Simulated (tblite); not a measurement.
Compound: C7H12F2.
SMILES with atom numbers: `[CH3:1][CH2:2][C@@H:3]([CH3:4])[C@@H:5]1[C@H:6]([F:7])[C@@H:8]1[F:9]` (hydrogens: H10, H11, H12 on C1; H13, H14 on C2; H15 on C3; H16, H17, H18 on C4; H19 on C5; H20 on C6; H21 on C8)

Cartesian coordinates in Å at the GFN2-xTB level; atoms count from 1:
```
atom  x, y, z in Å
C1     1.7807    1.1125    0.9534
C2     1.5056   -0.3275    0.5376
C3     0.3022   -0.4681   -0.4015
C4     0.1391   -1.9219   -0.8467
C5    -0.9703   -0.0034    0.2823
C6    -2.2032    0.2716   -0.5366
F7    -2.1365    0.1337   -1.8865
C8    -1.4653    1.4074    0.1097
F9    -0.7586    2.2574   -0.6786
H10    1.9092    1.7442    0.0780
H11    0.9604    1.5120    1.5443
H12    2.6878    1.1641    1.5514
H13    1.3365   -0.9397    1.4273
H14    2.3844   -0.7256    0.0263
H15    0.4672    0.1541   -1.2862
H16   -0.6903   -2.0184   -1.5422
H17   -0.0489   -2.5645    0.0116
H18    1.0426   -2.2657   -1.3437
H19   -1.1391   -0.4542    1.2536
H20   -3.1900   -0.0028   -0.1821
H21   -1.9225    1.9516    0.9283
```

Computed values, GFN2-xTB/tblite, gas phase, harmonic and unscaled. This tight-binding method is rough: wavenumbers can miss measured ones by several per cent, in bad cases by 10 to 20. One conformer, not necessarily the lowest.

Harmonic wavenumbers (cm⁻¹): 58.1, 93.4, 126.5, 157.6, 199.5, 211.2, 223.8, 239.4, 306.3, 385.8, 433.2, 542.7, 570.7, 621.3, 796.1, 826.8, 846.1, 879.9, 930.5, 985.3, 1010.0, 1034.5, 1039.5, 1070.1, 1080.6, 1093.5, 1124.9, 1138.9, 1171.0, 1180.5, 1218.4, 1250.9, 1272.0, 1275.4, 1288.1, 1347.2, 1354.1, 1415.4, 1419.6, 1430.1, 1492.2, 1498.8, 1502.3, 1503.8, 1510.0, 2956.3, 2966.1, 2983.7, 3025.5, 3030.0, 3031.9, 3034.6, 3041.2, 3042.4, 3044.1, 3047.6, 3051.8.

A = 2035, B = 1373, C = 958.3 MHz; mass 134.091 u (most abundant isotopes); point group C1, symmetry number 1.

Question: What is the zero-point energy?

Answer: Half the sum of the wavenumbers: 38706 cm⁻¹ = 463.02 kJ/mol.

Question: What is S at 273.15 K and 1 bar for an ideal gas of classical rigid rotors and harmonic oscillators?

Answer: Translation 168.13, rotation 120.98, vibration 107.37: S = 396.5 J/(mol K).

Question: And Cp and H(273.15 K) − H(0)?

Answer: Cp = 150.20 J/(mol K), of which vibrations give 116.94 (their classical limit is 57 R = 473.9); H(273.15 K) − H(0) = 25.18 kJ/mol without the zero-point energy, 16.09 from vibrations.

Question: Blend soft modes into free rotors: weight 1/[1 + (100 cm⁻¹/ν̃)⁴] for the oscillator and the rest for a rotor with moment μB/(μ + B), μ = h/(8π²ν), B = 10⁻⁴⁴ kg m². What vibrational entropy results?

Answer: 101.84 J/(mol K) in place of 107.37, which changes −T·S at 273.15 K by +1.51 kJ/mol.

Question: How do the functions run with temperature in this model?

Answer: 
| T (K) | S (J/(mol K)) | Cp (J/(mol K)) | H − H(0) (kJ/mol) | G − H(0) (kJ/mol) | ln q(vib) |
| --- | --- | --- | --- | --- | --- |
| 50 | 241.8 | 52.2 | 1.99 | -10.10 | 0.32 |
| 100 | 286.9 | 79.8 | 5.32 | -23.37 | 1.36 |
| 298.15 | 410.1 | 161.6 | 29.07 | -93.20 | 6.48 |
| 373.15 | 450.1 | 196.2 | 42.49 | -125.47 | 8.42 |
| 500 | 515.2 | 249.5 | 70.87 | -186.73 | 11.73 |
| 750 | 631.8 | 325.2 | 143.42 | -330.45 | 18.18 |
| 1000 | 732.6 | 374.5 | 231.29 | -501.31 | 24.33 |

q(vib) and H(0) count from the zero-point level.

Hindered rotation and anharmonicity are outside this model. Other conformers, if any are populated, would add a mixing term that is left out. The structure is chiral; the term R ln 2 for an equal mix with its mirror image is left out.
